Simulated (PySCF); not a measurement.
BF2HS. Atoms are numbered in the order given.

```xyz
5

B      0.0014    -0.4648     0.0000
F      1.1123    -1.1820     0.0000
F     -1.1589    -1.1041     0.0000
S      0.1027     1.3360     0.0000
H     -1.2305     1.5230     0.0000
```

Geometry: ωB97X-D3(BJ)/def2-SVP. One conformer was computed; it need not be the lowest.

Vertical ionisation energy (IE) and electron affinity (EA) in eV. Rows of orbital energies are one-electron estimates. Where ΔSCF, EOM or ADC give a negative EA the extra electron is unbound and the value depends on the basis.

```csv
level,IE,EA
"−ε(HOMO), −ε(LUMO), PBE0/def2-TZVPD (PySCF)",8.48,0.34
ADC(2)/aug-cc-pVDZ (PySCF),10.73,-0.64
```

Task: Beyond the first one, list the lowest photoelectron lines from ADC(2)/aug-cc-pVDZ in PySCF with their pole strengths (two spins summed). (An estimate is asked for; the answer gives what the named calculation found.)

Result: 12.48 eV (1.81), 13.94 eV (1.76), 14.76 eV (1.75), 14.76 eV (1.78), 16.40 eV (1.75).
